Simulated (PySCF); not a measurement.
Computed shifts of a molecule C2H7BFNO, PBE0/pcSseg-1 (PySCF), GIAO, gas phase, equivalent atoms averaged, in ppm (number of nuclei): ¹³C: 41.6 (1), 25.4 (1). ¹⁵N: 80.9 (1). ¹⁹F: -151.4 (1). ¹H: 3.58 (1), 3.30 (1), 3.26 (1), 2.53 (1), 1.57 (3). References: ¹³C against TMS (σ = 186.3 ppm); ¹⁵N against NH3 (σ = 267.4 ppm); ¹¹B against BF3 (σ = 88.8 ppm); ¹⁷O against H2O (σ = 334.2 ppm); ¹⁹F against CFCl3 (σ = 167.2 ppm); ¹H against TMS (σ = 31.56 ppm), references at their B3LYP-D3(BJ)/def2-TZVP geometries, non-relativistic. The structure is a stationary point at PBE-D3(BJ)/def2-SVP. Other conformers were not sampled.

Question: Identify the compound among the candidates.
(A) CCNB(O)F
(B) CN(C)B(O)F
(C) COB(N)CF
(D) CNB(O)CF

Answer: A, CCNB(O)F
